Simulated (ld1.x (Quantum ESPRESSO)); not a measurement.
**Which change was made? (Fe, ultrasoft)**

iron, ultrasoft, made with ld1.x (Quantum ESPRESSO) 7.5 (LDA (PZ), scalar-relativistic). Core [Ar], reference 3d7 4s1 4p0. Waves: 4s (bound): rcut 2.45, rcutus 3.05 bohr; 4s channel at 1.7 Ry: rcut 2.45, rcutus 3.05 bohr; 4p (bound, empty): rcut 3.05, rcutus 3.75 bohr; 4p channel at 0.75 Ry: rcut 3.05, rcutus 3.75 bohr; 3d (bound): rcut 1.75, rcutus 2.10 bohr; 3d channel at 3.5 Ry: rcut 1.75, rcutus 2.10 bohr. Local part: all-electron potential smoothed inside 1.90 bohr (lloc = -1). Core correction: a·sin(br)/r model core inside 1.90 bohr. Augmentation charge: PSQ, inside the norm-conserving radii.

Cutoffs, loose and tight: the cutoffs (Ry, on a coarse ladder) from which the occupation-weighted sum of valence levels, in a spherical-Bessel basis at the reference potential, stays within 10 and 1 mRy of its value at 400 Ry. They do not see the model core or the augmentation charge, which bear on the density cutoff. Test errors are all-electron minus pseudo excitation energies from the reference, over the configurations 3d6 4s2 4p0; 3d6 4s1 4p0; 3d6 4s0 4p0; 3d4 4s0 4p0; 3d6.5 4s1.5 4p0; 3d6 4s0 4p2; 3d6 4s1 4p1 (two spin-polarised tests are not counted in the largest error); variants that change the core or the reference have their own tests. The largest error is taken over the tests solved by every variant that gives reliable tests at all, those not shown here included: 3d6 4s0 4p0; 3d6 4s0 4p2; 3d6 4s1 4p0; 3d6 4s1 4p1; 3d6 4s2 4p0; 3d6.5 4s1.5 4p0.

The base gives: outcome: generated; cutoff, loose: 21 Ry; cutoff, tight: 40 Ry; bound ghosts: none; largest test error (meV): -115.

Question: After one change the result is: outcome: generated; cutoff, loose: 25 Ry; cutoff, tight: 40 Ry; bound ghosts: none; largest test error (meV): -235. Which change was it?
A. local potential all-electron potential smoothed inside 3.45 bohr (lloc = -1)
B. core correction a·sin(br)/r model core inside 2.42 bohr
C. reference 3d6 4s1 4p1

Answer: A. The others give: reference 3d6 4s1 4p1 → outcome: generated, overlap not positive; bound ghosts: not determined (overlap not positive); largest test error (meV): -39 over the solved tests; test run stopped at test 4 of 9 (negative rho) | core correction a·sin(br)/r model core inside 2.42 bohr → outcome: generated; cutoff, loose: 21 Ry; cutoff, tight: 40 Ry; bound ghosts: none; largest test error (meV): -111. A file whose overlap is not positive is unfit for use, and its test errors describe a broken file.
